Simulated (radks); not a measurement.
Q: The dysprosium ion Dy4+, configuration [Xe] 4f8. All-electron calculation, Dirac Kohn-Sham, BP86, spin-unpolarised, spherical densities, finite nucleus; open shells are shared between the two j in proportion to 2j + 1; Fermi nuclear charge, rms radius 5.2218 fm. Program: a radial shooting solver on a logarithmic mesh with Libxc functionals. Some entries of the table are withheld. Estimate them.

orbital,occ.,eigenvalue (eV),r(max) (bohr),<r> (bohr)
1s1/2,2,-53651.48,0.01337,0.02112
2s1/2,2,-8975.137,(1),0.08922
2p1/2,2,-8539.391,0.05740,0.07437
2p3/2,4,-7738.995,0.06342,0.08143
3s1/2,2,-2041.701,(2),0.2341
3p1/2,2,-1851.385,(3),0.2238
3p3/2,4,-1685.220,(4),0.2372
3d3/2,4,-1357.644,0.1709,0.2097
3d5/2,6,-1321.380,0.1744,0.2138
4s1/2,2,-447.7089,0.4939,0.5285
4p1/2,2,-372.4993,(5),0.5386
4p3/2,4,-335.0445,(6),0.5686
4d3/2,4,-210.9703,(7),0.5987
4d5/2,6,-204.1324,(8),0.6091
5s1/2,2,-95.1834,1.133,1.247
5p1/2,2,-73.4366,1.222,1.369
5p3/2,4,-67.7578,1.294,1.448
4f5/2,3.42857,(9),0.5257,0.7571
4f7/2,4.57143,(10),0.5304,0.7660

A: 
(1) 2s1/2 r(max) (bohr): 0.07621
(2) 3s1/2 r(max) (bohr): 0.2157
(3) 3p1/2 r(max) (bohr): 0.2031
(4) 3p3/2 r(max) (bohr): 0.2157
(5) 4p1/2 r(max) (bohr): 0.4970
(6) 4p3/2 r(max) (bohr): 0.5237
(7) 4d3/2 r(max) (bohr): 0.5282
(8) 4d5/2 r(max) (bohr): 0.5368
(9) 4f5/2 eigenvalue (eV): -55.6374
(10) 4f7/2 eigenvalue (eV): -54.6227
